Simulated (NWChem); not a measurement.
System: MgGeH4O; SMILES [OH][Mg][GeH3]

```xyz
7

Mg     0.0132    -1.3409    -0.0001
O      0.0463    -3.1399     0.0000
H     -0.6332    -3.8202     0.0009
Ge     0.0040     1.2327     0.0000
H     -1.4270     1.8367     0.1010
H      0.7884     1.8742     1.1806
H      0.6138     1.8718    -1.2807
```
Atoms are numbered in this order, from 1.

Results from NWChem. Pople sets run with spherical d functions. Structure relaxed at the B3LYP/6-31G* (spherical d) level.

Q: Taking PBE/6-311G** as the yardstick, which of these has the fewest basis functions while keeping “highest occupied level (eV)” within 0.05 eV of it: PBE/3-21G; PBE/6-31G*; PBE/STO-3G?

A: none of them.
| level | basis functions | highest occupied level (eV) | relative time (rough) |
|---|---|---|---|
| PBE/STO-3G | 36 | -0.12 | 1 |
| PBE/3-21G | 52 | -5.70 | 1 |
| PBE/6-31G* | 72 | -5.99 | 4 |
| PBE/6-311G** | 112 | -6.11 | 5 |

The yardstick is one finite set, not the basis-set limit.
